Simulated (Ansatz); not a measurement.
The cluster Be3S2. The state is a singlet with charge 0. Geometry r2SCAN-D4/def2-TZVP.

```xyz
5

Be    0.713   -0.660   -0.795
Be   -0.155    1.234   -0.172
Be   -0.559   -0.574    0.967
S     1.253    0.281    0.891
S    -1.253   -0.281   -0.891
```

B3LYP takes the VWN-RPA correlation. The restricted singlet is unstable towards broken spin symmetry at other levels; at PBE-D4/def2-TZVP, r2SCAN-D4/def2-TZVP, B3LYP-D4/def2-TZVP, PBE0-D4/def2-TZVP this wasn't settled. The geometry of the singlet was relaxed on an unsound state (restricted singlet, unstable towards broken spin symmetry at other levels and untested here). Another isomer (singlet) lies 1.51 eV lower at PBE0-D4/def2-TZVP; other spin states weren't run for this one.

(1) Estimate the orbital energies around the gap (eV) in Ansatz with PBE-D4/def2-TZVP, r2SCAN-D4/def2-TZVP, B3LYP-D4/def2-TZVP, PBE0-D4/def2-TZVP.

Results:

(1) 
```tsv
orbital	PBE-D4/def2-TZVP	r2SCAN-D4/def2-TZVP	B3LYP-D4/def2-TZVP	PBE0-D4/def2-TZVP
HOMO−5	-9.39	-9.78	-10.34	-10.71
HOMO−4	-9.39	-9.78	-10.34	-10.71
HOMO−3	-8.26	-8.59	-9.14	-9.45
HOMO−2	-8.26	-8.59	-9.14	-9.45
HOMO−1	-7.59	-7.87	-8.52	-8.79
HOMO	-4.38	-4.44	-4.78	-4.90
LUMO	-3.12	-2.99	-2.55	-2.42
LUMO+1	-3.12	-2.99	-2.55	-2.42
LUMO+2	-2.42	-2.25	-1.76	-1.69
LUMO+3	-2.42	-2.25	-1.76	-1.69
LUMO+4	0.34	0.87	0.68	0.85
LUMO+5	0.34	1.11	0.68	0.85
```
